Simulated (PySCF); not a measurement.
PySCF job for SiCl₂HI, SMILES Cl[SiH](Cl)I, B3LYP-D3(BJ)/def2-SVP. The structure is a stationary point at B3LYP-D3(BJ)/def2-SVP. The def2 effective core potentials stand for the cores of I; spin–orbit coupling is left out.

```python
import numpy as np
from pyscf import gto, scf, dft, df
from pyscf.hessian import thermo

mol = gto.M(
    atom='''
    Si   -0.92572140   -0.55128063    0.00000000
    Cl   -1.84437979    0.20882130   -1.67940667
    Cl   -1.84437980    0.20882130    1.67940666
    I     1.44758011    0.04981186    0.00000000
    H    -1.05273304   -2.02202432   -0.00000000
    ''',
    basis='def2-SVP',
    ecp={'I': 'def2-svp'},
    charge=0,
    spin=0,
    max_memory=1600,
    verbose=3,
)
mf = dft.RKS(mol, xc='b3lyp').density_fit(auxbasis='def2-universal-jkfit')
mf.disp = 'd3bj'
mf.grids.level = 3
mf.conv_tol = 1e-11
mf.max_cycle = 100
mf.kernel()

# [left out here: the lines that compute and print the analytic Hessian (its translational invariance restored by hand, since the grid's response is missing), thermochemistry and intensities]
```

Log of the run:

```
converged SCF energy = -1508.09842567326

WARN: DFTD3 does not support analytical Hessian, using finite difference


WARN: Mole.unit (angstrom) is changed to Bohr

Mode                                 0                   1                   2
Irrep
Freq [cm^-1]                      124.8033            138.9240            211.2122
Reduced mass [au]                  28.9822             37.3866             25.1594
Force const [Dyne/A]                0.2660              0.4251              0.6613
Char temp [K]                     179.5641            199.8808            303.8874
Normal mode                   x     y     z       x     y     z       x     y     z
       0  Si                 0.00  0.00 -0.07   -0.01 -0.02 -0.00   -0.04  0.10 -0.00
       1  Cl                -0.10 -0.01 -0.03    0.09  0.00 -0.04   -0.02 -0.03 -0.09
       2  Cl                 0.10  0.01 -0.03    0.09  0.00  0.04   -0.02 -0.03  0.09
       3   I                 0.00 -0.00  0.03   -0.05  0.00  0.00    0.02 -0.01  0.00
       4   H                 0.00 -0.00 -0.09   -0.06 -0.02 -0.00   -0.02  0.10 -0.00
Mode                                 3                   4                   5
Irrep
Freq [cm^-1]                      357.6014            534.3662            591.5612
Reduced mass [au]                  13.4162             17.9540             12.7906
Force const [Dyne/A]                1.0108              3.0206              2.6372
Char temp [K]                     514.5088            768.8340            851.1248
Normal mode                   x     y     z       x     y     z       x     y     z
       0  Si                 0.12  0.11  0.00    0.12 -0.07 -0.00   -0.00  0.00 -0.14
       1  Cl                 0.01 -0.02  0.03   -0.04  0.03 -0.06    0.03 -0.03  0.06
       2  Cl                 0.01 -0.02 -0.03   -0.04  0.03  0.06   -0.03  0.03  0.06
       3   I                -0.03 -0.01 -0.00   -0.01 -0.00  0.00    0.00  0.00  0.00
       4   H                 0.19  0.10  0.00    0.14 -0.08 -0.00   -0.00  0.00 -0.22
Mode                                 6                   7                   8
Irrep
Freq [cm^-1]                      773.2253            802.6327           2289.1366
Reduced mass [au]                   1.0798              1.0939              1.0431
Force const [Dyne/A]                0.3804              0.4152              3.2205
Char temp [K]                    1112.4991           1154.8097           3293.5578
Normal mode                   x     y     z       x     y     z       x     y     z
       0  Si                 0.05  0.00 -0.00    0.00  0.00  0.05   -0.00 -0.04  0.00
       1  Cl                -0.01 -0.01  0.00   -0.00 -0.01 -0.00   -0.00  0.00 -0.00
       2  Cl                -0.01 -0.01 -0.00    0.00  0.01 -0.00   -0.00  0.00  0.00
       3   I                 0.00  0.00 -0.00    0.00  0.00 -0.00    0.00  0.00 -0.00
       4   H                -0.96  0.09  0.00   -0.00  0.00 -0.95    0.08  0.98 -0.00
temperature 298.1500 [K]
pressure 101325.00 [Pa]
Rotational constants [GHz] 2.34011 0.92671 0.69295
Symmetry number 1
Zero-point energy (ZPE) 0.01327 [Eh]   34832.044 [J/mol]
                           tot       elec      trans        rot        vib
Entropy [J/mol/K]       344.744      0.000    176.398    124.469     43.876
Cv [J/mol/K]             70.114      0.000     12.472     12.472     45.170
Cp [J/mol/K]             78.428      0.000     20.786     12.472     45.170
Internal energy [J/mol]                      3718.434   3718.434  42120.984
Internal energy [Eh]   -1508.07955  -1508.09843
Enthalpy [J/mol]                             6197.391   3718.434  42120.984
Enthalpy [Eh]          -1508.07861
Gibbs free energy [J/mol]                  -46395.817 -33392.010  29039.333
Gibbs free energy [Eh] -1508.11775
static polarisability / bohr^3: [[82.781  2.792 -0.   ]
 [ 2.793 48.247 -0.   ]
 [ 0.     0.    60.628]]
largest difference of analytic and finite-field dipole derivatives / e: 0.0008085852764918577
mode   freq/cm-1   IR/(km/mol)   Raman/(A^4/amu)   depolarisation
   1      124.80         0.600             4.094            0.750
   2      138.92         1.340             4.333            0.573
   3      211.21         4.380             4.723            0.475
   4      357.60        38.716            11.082            0.099
   5      534.37       116.344             6.230            0.155
   6      591.56       112.500             4.468            0.750
   7      773.23       209.572            14.071            0.687
   8      802.63       117.920            10.630            0.750
   9     2289.14        65.841           176.201            0.199
max |gradient| / (hartree/bohr): 4.018776958310945e-05
APT charges: [ 1.7278 -0.538  -0.538  -0.3693 -0.2825]
```

The run converged.
